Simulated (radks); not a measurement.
Yb, configuration [Kr] 4d10 4f14 5s2 5p4 6s2 5f2 (not the ground configuration). Method: Dirac Kohn-Sham, LDA (Slater exchange, Perdew-Wang correlation), spin-unpolarised, spherical densities, finite nucleus; open shells are shared between the two j in proportion to 2j + 1; Fermi nuclear charge, rms radius 5.3108 fm; computed with a radial shooting solver on a logarithmic mesh with Libxc functionals.

Normalised radial functions P(r) = r R(r) (large component), r in bohr:

r,5p3/2,5d3/2
0.0007172,0.0004,0.0000
0.001197,0.0012,0.0000
0.001997,0.0030,0.0000
0.003332,0.0078,0.0001
0.00556,0.0193,0.0005
0.009277,0.0454,0.0018
0.01548,0.0974,0.0063
0.02583,0.1767,0.0212
0.0431,0.2310,0.0626
0.07192,0.1122,0.1454
0.12,-0.2241,0.2138
0.2002,-0.2481,0.0756
0.3341,0.3661,-0.2642
0.5575,0.2436,-0.2131
0.9303,-0.7557,0.3711
1.552,-0.8566,0.7537
2.59,-0.2640,0.5472
4.322,-0.0187,0.1589
7.212,-0.0001,0.0124
12.03,0.0000,0.0001
20.08,0.0000,0.0000
33.51,0.0000,0.0000

5p3/2: eigenvalue -43.820 eV, 3 radial nodes at r = 0.0870, 0.252, 0.635 bohr, <r> = 1.42 bohr, 90 % of the charge inside 2.08 bohr. 5d3/2 (empty): eigenvalue -13.987 eV, 2 radial nodes at r = 0.226, 0.690 bohr, <r> = 2.05 bohr, 90 % of the charge inside 3.14 bohr.
